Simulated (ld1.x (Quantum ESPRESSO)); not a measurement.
**thallium, TM: configuration errors across variants**

ld1.x (Quantum ESPRESSO) 7.5 input, shortened:

```
&input
   title='Tl', zed=81., rel=2, dft='PZ', iswitch=3,
   config='[Xe] 4f14 5d10 6s2 6p0 6d-2', rel_dist='average'
 /
 &inputp
   pseudotype=2, tm=.true., lloc=-2, rcloc=1.50,
   nlcc=.true., new_core_ps=.true., rcore=1.35
 /
3
6S  1  0   2.00   0.00  1.80  1.80  0.0
6P  2  1   0.00   0.00  2.35  2.35  0.0
6D  3  2  -2.00   0.35  2.45  2.45  0.0
 &test
   configts(1)='6s2 6p0'
 /
```

Open shells are filled in proportion to 2j + 1 (rel_dist='average').

All-electron excitation energies from the reference (eV): (1) 6s2 6p1 -5.517; (2) 6s1 6p0 21.202; (3) 6s2 6p0.5 -3.499; (4) 6s1 6p1 8.246; (5) 6s1 6p2 1.842; (6) 6s0 6p3 9.610; (7) 6s2 6p1.3 -6.094.

3 further variants failed, have other tests or another functional or relativity, and are left out.

A true bound ghost makes a file unfit for plane-wave use even where its test errors are small: the radial tests pick states by their node count and pass the ghost by.

Errors AE − PS in meV (a dash: test not solved or not reliable):

```tsv
change	(1)	(2)	(3)	(4)	(5)	(6)	(7)	bound ghosts
base	-27	-221	-10.0	-44	-17	-90	-35	d5/2, s
wave 6d channel at 0.35 Ry: rc 2.45 bohr becomes 6d channel at 0.35 Ry: rc 2.52 bohr	-27	-221	-10.0	-44	-17	-90	-35	s
wave 6d channel at 0.35 Ry: rc 2.45 bohr becomes 6d channel at 1.64 Ry: rc 2.45 bohr	-27	-221	-10.0	-44	-17	-90	-35	s
core correction Bessel-smoothed model core inside 0.88 bohr	-27	-221	-10.0	-44	-17	-90	-35	d5/2, s
local potential the p channel	-101	-207	-48	-129	-179	-356	-130	d3/2, d5/2
```

(1) Give the same row for: local potential all-electron potential smoothed inside 2.48 bohr (lloc = -2).

Answers

(1) -27, -211, -9.7, -44, -17, -95, -35; bound ghosts: d3/2, d5/2.
